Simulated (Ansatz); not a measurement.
Gas-phase electronic energies from Ansatz, PBE0-D4/def2-TZVP geometries. CBS: MP2 limit from def2 TZ/QZ plus the TZ coupled-cluster correction, frozen cores. This one scheme is used for every species. Functionals use def2-TZVPP. B3LYP here is the variant with VWN-RPA as its local correlation; programs differ in this. HSE06 is defined as in plane-wave codes. Each species was taken in one conformer, which may not be the lowest.

Consider the ligand exchange at a B–C bond: `BC(=C)S` + `[SiH3]N[SiH2]Cl` → `BN([SiH3])[SiH2]Cl` + `C=CS`.

`BC(=C)S`:

```xyz
9

B     0.775   -0.810   -0.563
C    -0.240    0.104    0.142
C     0.055    1.409    0.283
S    -1.766   -0.518    0.764
H     1.791   -0.324   -0.963
H     0.569   -1.979   -0.717
H    -0.603    2.124    0.768
H     0.995    1.784   -0.102
H    -1.575   -1.790    0.388
```

`[SiH3]N[SiH2]Cl`:

Z-matrix (Å, degrees):
```
Si
N 1 1.734
H 1 1.484 2 106.6
H 1 1.487 2 112.3 3 120.0
H 1 1.487 2 110.5 3 -119.6
Si 2 1.708 1 127.5 3 -13.2
H 2 1.011 1 116.1 3 179.3
Cl 6 2.065 2 113.2 1 -84.2
H 6 1.479 2 109.4 1 157.8
H 6 1.477 2 108.8 1 33.9
```

`BN([SiH3])[SiH2]Cl`:

Z-matrix (Å, degrees):
```
Si
N 1 1.762
H 1 1.482 2 109.6
H 1 1.485 2 107.5 3 -119.5
H 1 1.482 2 110.3 3 121.0
Si 2 1.734 1 121.2 3 126.2
B 2 1.412 1 117.6 3 -55.9
Cl 6 2.055 2 109.9 1 66.7
H 6 1.476 2 109.3 1 -174.2
H 6 1.479 2 110.1 1 -50.2
H 7 1.198 2 120.3 1 -178.1
H 7 1.201 2 119.0 1 2.1
```

`C=CS`:

Z-matrix (Å, degrees):
```
C
C 1 1.327
H 1 1.082 2 120.2
H 1 1.084 2 122.3 3 -180.0
S 2 1.751 1 123.6 3 179.8
H 2 1.084 1 120.9 3 -0.0
H 5 1.340 2 96.7 1 179.1
```

Q: Is it downhill or uphill in electronic energy at CCSD(T)/CBS, and by how much? (An estimate is asked.)

A: Computed: Downhill: ΔE = -90.9 kJ/mol.

Q: What do these levels give: LDA (SPW92), PBE-D4, PBE0-D4, B3LYP-D4, r2SCAN0-D4, HSE06-D4, B3LYP, r2SCANh, r2SCAN0, CCSD(T)/def2-SVP, HF/CBS(def2), CCSD/CBS(def2)? (An estimate is asked.)

A: Computed: LDA (SPW92) -92.8, PBE-D4 -88.6, PBE0-D4 -89.5, B3LYP-D4 -91.1, r2SCAN0-D4 -90.4, HSE06-D4 -89.4, B3LYP -87.5, r2SCANh -89.1, r2SCAN0 -89.6, CCSD(T)/def2-SVP -105.4, HF/CBS(def2) -87.1, CCSD/CBS(def2) -90.9 kJ/mol.

Largest T1 diagnostic among the species: 0.012.

In def2-TZVPP, CCSD(T) changes the Hartree–Fock value by −5.6 kJ/mol (the triples alone add +0.0 kJ/mol) and MP2 by −5.6 kJ/mol. Leaving LDA and LC-ωPBE aside and taking each functional with its dispersion term where it has one, the values, not all of them listed here, spread over 6.9 kJ/mol, from CAM-B3LYP-D4 to B97M-V. LDA lies −6.4 kJ/mol from PBE without D4.
